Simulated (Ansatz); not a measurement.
Born–Oppenheimer molecular dynamics of CH5GaO (8 atoms, charge 0, multiplicity 1). It starts at the highest image of a converged band. Of that band: Neighbouring images differ by up to 1.6 eV, so the band resolves the path poorly. A vibrational analysis at the climbing image gives 2 clearly imaginary modes (1114i, 42i cm⁻¹): a point of higher order, so a lower path passes nearby.

Method: RKS PBE-D4/def2-SVP in Ansatz.

* ensemble: NVE (velocity Verlet)
* time step: 0.5 fs
* steps asked: 200
* starting velocities drawn for: 100 K
* seed: 3081

First frame:

```xyz
8
Properties=species:S:1:pos:R:3
Ga -0.313 -0.308 0.599
H 1.117 -0.147 1.379
O 1.594 0.102 -0.018
H 2.135 -0.714 -0.050
C -1.589 -0.024 -0.906
H -2.368 -0.811 -0.951
H -2.092 0.956 -0.771
H -1.011 -0.006 -1.853
```

(1) How far do the bonds stretch over the last three quarters of this one trajectory? (Pairs bonded in most of those frames.)

Results:

(1) 
```
  bond  mean (Å)  spread (Å)  shortest  longest
Ga1–H2     1.677       0.110      1.47     1.86
Ga1–O3     1.849       0.124      1.67     2.03
Ga1–C5     1.982       0.020      1.96     2.02
 O3–H4     0.981       0.008      0.97     1.00
 C5–H6     1.114       0.010      1.09     1.13
 C5–H7     1.113       0.013      1.09     1.14
 C5–H8     1.117       0.013      1.09     1.15
```

Mean temperature of the second half: 1461 K. The conserved energy stayed within 0.11 meV per atom of its start (net change 0.0076 meV per atom), so the integration is sound. The kinetic energy rose, since the run started high on the potential surface and went downhill. A run of 0.1 ps of so small a system gives no equilibrium averages. The orbitals stay closed-shell, which can raise the energy where a bond breaks towards radicals; this wasn't checked here.

Run time: 4 min on 2 threads of Arm Neoverse V1, on a shared host, peak memory 0.12 GiB.
